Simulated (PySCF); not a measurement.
## Ionisation energy of Ge²⁺ by level of theory

Ge²⁺ [Ar] 3d10 4s2 (1S) → Ge³⁺ [Ar] 3d10 4s1 (2S), as a difference of total energies. Calculation: PySCF 2.14, in x2c-QZVPPall (11s8p5d4f1g, 97 functions); the spin-free X2C one-electron Hamiltonian (Gaussian nucleus). Correlated levels: valence: [Ar] 3d10 frozen; valence and next inner shell: [Ne] frozen. The calculations carry no spin-orbit coupling.

| method | ionisation energy (eV) | error (eV) |
| --- | --- | --- |
| UHF | 32.195 | -1.863 |
| LDA | 34.825 | +0.767 |
| PBE | 34.411 | +0.353 |
| PBE0 | 34.038 | -0.020 |
| r2SCAN | 34.049 | -0.009 |
| wB97X | 34.280 | +0.222 |
| B2PLYP | 33.886 | -0.172 |
| r2SCAN0 | 33.842 | -0.216 |
| TPSSh | 33.967 | -0.091 |
| MP2 (valence) | 33.015 | -1.043 |
| SCS-MP2 (valence) | 33.178 | -0.880 |
| MP2 (valence and next inner shell) | 33.919 | -0.139 |
| SCS-MP2 (valence and next inner shell) | 33.906 | -0.152 |

Reference: 34.058 eV (measured; NIST Atomic Spectra Database, ionization energies).

Errors of the correlated levels include the incompleteness of this basis and the frozen core.
